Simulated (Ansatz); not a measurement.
Mulliken charges of CH₅BO₂Se (`OCOB[SeH]`) from ωB97M-V/def2-TZVPP in Ansatz (PBE0-D4/def2-TZVP geometry).

| atom | x (Å) | y (Å) | z (Å) | charge (e) |
| --- | --- | --- | --- | --- |
| O1 | -2.177 | 0.356 | -0.165 | -0.307 |
| C2 | -0.898 | 0.024 | 0.219 | 0.065 |
| O3 | 0.009 | 0.337 | -0.821 | -0.253 |
| B4 | 1.319 | 0.041 | -0.815 | 0.035 |
| Se5 | 2.323 | -0.883 | 0.579 | -0.090 |
| H6 | -2.225 | 1.307 | -0.296 | 0.184 |
| H7 | -0.580 | 0.561 | 1.123 | 0.117 |
| H8 | -0.895 | -1.053 | 0.404 | 0.118 |
| H9 | 1.974 | 0.372 | -1.757 | 0.073 |
| H10 | 1.232 | -1.114 | 1.533 | 0.057 |

**Question.** By hand: the dipole of these point charges (1 e Å = 4.8032 D).

**Answer.** Σ q r = (0.076, 0.033, 0.276) e Å, of length 0.288 e Å = 1.38 D.

**Question.** How does the dipole of the full density compare? (An estimate is asked.)

**Answer.** The calculation gave: (-0.130, 0.200, 0.262) e Å, 1.70 D; the point charges give 0.81 times that, at 47° from its direction.

Point charges leave out the atoms' own dipoles, such as those of lone pairs, and Mulliken's split depends on the basis, so the two needn't agree.
